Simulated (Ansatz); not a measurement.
A nudged elastic band was laid between two geometries of ClF₄H₄SiTa (11 atoms, charge 0, multiplicity 1).

All numbers below come from RKS PBE/def2-SVP (Ansatz 0.2.0).

```json
{"movable images": "7", "climbing image": "yes", "spring": "5.0 eV/Å²", "optimiser": "quadratic models (default)", "start path": "through a guess of the saddle point", "force threshold": "0.05 eV/Å", "iteration limit": "60", "end points": "relaxed"}
```

Initial state:

```xyz
11
Properties=species:S:1:pos:R:3
Ta 0.104 0.282 0.062
Cl 2.265 1.095 -0.307
F 0.311 0.698 1.898
F 0.283 -0.782 -1.494
F -0.969 1.679 -0.539
F -1.167 -1.010 0.636
Si 1.258 -2.770 1.439
H 0.495 -3.633 0.485
H 2.648 -3.286 1.663
H 0.532 -2.561 2.730
H 1.460 -1.406 0.782
```

Final state:

```xyz
11
Properties=species:S:1:pos:R:3
Ta -0.553 -0.446 0.342
Cl 3.389 0.098 0.082
F -1.411 -0.455 2.028
F 0.572 -0.692 -1.187
F -0.035 1.344 0.523
F -2.009 -1.250 -0.517
Si 0.998 -2.247 1.543
H 0.049 -3.317 2.023
H 2.021 -2.861 0.632
H 1.648 -1.598 2.733
H 2.551 -0.269 -0.846
```

Question: Which bonds break or form, and what moves?

Answer: Bonds broken: Ta1–Cl2, Ta1–H11, Si7–H11. Bonds formed: Ta1–Si7, Cl2–H11. ClF4H4SiTa becomes ClH + F4H3SiTa.

Question: What energy profile does the band end with?

Answer: The run converged. The highest image is number 4 of 0 to 8, 39.5 kcal/mol above the first end and 8.0 kcal/mol above the last; the last end lies 31.5 kcal/mol above the first. A vibrational analysis at the climbing image gives 2 clearly imaginary modes (371i, 51i cm⁻¹): a point of higher order. A lower path may pass nearby, or the ends, which weren't checked, may share the extra mode. The orbitals stay closed-shell, which can raise the energy where a bond breaks towards radicals; this wasn't checked here.

| image | path coordinate (Å) | energy (kcal/mol) | Ta1–Cl2 (Å) | Ta1–H11 (Å) | Si7–H11 (Å) |
| --- | --- | --- | --- | --- | --- |
| 0 | 0.00 | 0.0 | 2.34 | 2.28 | 1.53 |
| 1 | 0.62 | 0.8 | 2.34 | 2.19 | 1.52 |
| 2 | 1.24 | 6.4 | 2.37 | 2.08 | 1.52 |
| 3 | 1.85 | 25.4 | 2.48 | 2.06 | 1.65 |
| 4 | 2.47 | 39.5 | 2.72 | 2.32 | 2.02 |
| 5 | 3.77 | 34.0 | 3.02 | 3.30 | 2.58 |
| 6 | 5.07 | 33.0 | 3.58 | 3.93 | 3.02 |
| 7 | 6.37 | 32.4 | 3.80 | 3.81 | 3.48 |
| 8 | 7.66 | 31.5 | 3.99 | 3.33 | 3.47 |

Question: What is the geometry of the highest image?

Answer: 
```xyz
11
Properties=species:S:1:pos:R:3
Ta -0.182 -0.220 0.190
Cl 2.433 0.544 0.205
F -0.229 0.374 1.987
F 0.250 -1.142 -1.408
F -0.217 1.500 -0.584
F -1.895 -0.955 0.279
Si 1.134 -2.426 1.343
H 0.622 -3.570 0.509
H 2.642 -2.542 1.381
H 0.635 -2.520 2.759
H 2.027 -0.735 0.696
```

The band took 19 iterations and roughly 20 core-minutes.

Run time: 5.6 min on 4 threads of Arm Neoverse V2, with other jobs on the host, peak memory 0.24 GiB.
